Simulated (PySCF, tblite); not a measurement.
Compound: CH8ClO2Si3 (doublet state).
Geometry (GFN2-xTB, Å), atoms numbered from 1 in this order:
```
atom  x, y, z in Å
Si1    2.5105    0.6514    0.7768
O2     1.8992   -0.7472    0.2139
Si3    0.8249   -1.6954   -0.5287
O4    -0.5973   -0.9097   -0.7249
C5    -1.2473   -0.0395    0.0527
Si6   -2.7580    0.8004   -0.5925
Cl7   -3.3739    2.0044    0.9093
H8     1.5800    1.7402    0.4769
H9     2.6533    0.4405    2.2153
H10    3.7836    0.8166    0.0822
H11    1.2014   -1.9152   -1.9112
H12    0.6680   -2.8389    0.3601
H13   -0.7864    0.1846    1.0086
H14   -3.8467   -0.1301   -0.9033
H15   -2.5157    1.6461   -1.7665
```

Jobs on this species (15 atoms, 89 electrons) with PySCF (density fitting) and tblite. Hardware of each: one thread of an Arm Neoverse V1, shared host. Times come from a shared host and carry two figures at best.

| level and settings | work | basis functions | SCF cycles | wall time |
| --- | --- | --- | --- | --- |
| UKS B3LYP, pcH-1 on C Cl H O Si, non-relativistic, mean-field spin-orbit, GIAO | unrestricted SCF, g, hyperfine, density and orbital grids written | 295 | ? | ? |
| GFN2-xTB | Hessian by finite differences | – | – | 0.73 s |
| GFN2-xTB | L-BFGS relaxation | – | – | 0.87 s |

Question: Fill in the missing figures.

Answer: 
- UKS B3LYP, pcH-1 on C Cl H O Si, non-relativistic, mean-field spin-orbit, GIAO; unrestricted SCF, g, hyperfine, density and orbital grids written: 2.4 min, 13 SCF cycles

Question: What do all jobs in the table cost together?

Answer: About 2.4 min; the longest takes about 99 % of that, and about 200 times as long as the shortest.
